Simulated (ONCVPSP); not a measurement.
# Cutoff test, silicon (Si), ONCV

* Element: silicon (Si)
* Generator: ONCVPSP 4.0.1
* Type: optimised norm-conserving Vanderbilt (ONCV)
* Functional: PBE
* Relativity: scalar-relativistic
* Frozen core: [Ne]
* Valence charge: 4
* Reference configuration: 3s2 3p2
* Partial waves: 3s: rc 1.40 bohr, ncon 3, nbas 6, qcut 3.6 1/bohr, 2 projectors, debl 0.5 Ha; 3p: rc 1.90 bohr, ncon 3, nbas 6, qcut 3.8 1/bohr, 2 projectors, debl 4 Ha; d scattering state at 0.12 Ha: rc 1.65 bohr, ncon 4, nbas 8, qcut 6.6 1/bohr, 1 projector
* Local potential: polynomial inside 1.15 bohr (lpopt 5, dvloc0 1 Ha)
* Core correction: Teter function, fcfact 2.25, rcfact 1.55

Problem. For each optimised wave give the share of its norm inside rc, the residual kinetic energy above qcut (Ha) and the cutoffs (Ha) for errors of 10, 1, 0.1 and 0.01 mHa per electron.

Solution.

```
         wave  norm inside rc  residual KE  10 mHa  1 mHa  0.1 mHa  0.01 mHa
           3s           0.169      2.4e-03     4.8    7.7     26.4      50.4
s projector 2           0.042      1.4e-03     3.5    7.5     51.2      70.3
           3p           0.246      8.8e-05     2.0    3.1      6.8      25.8
p projector 2           0.176      1.9e-02    10.0   19.3     40.7      58.8
d projector 1           0.035      9.5e-06     4.4   11.1     16.8      22.1
```

The occupied waves need 7.7 Ha and 26 Ha for 1 and 0.1 mHa. The cutoffs count occupied waves only; projector 2 of the p channel, the hardest unoccupied one, needs 19 Ha at the loose tolerance. Note: no bound ghost flagged; GHOST(+) flagged for s at 95.4 eV.
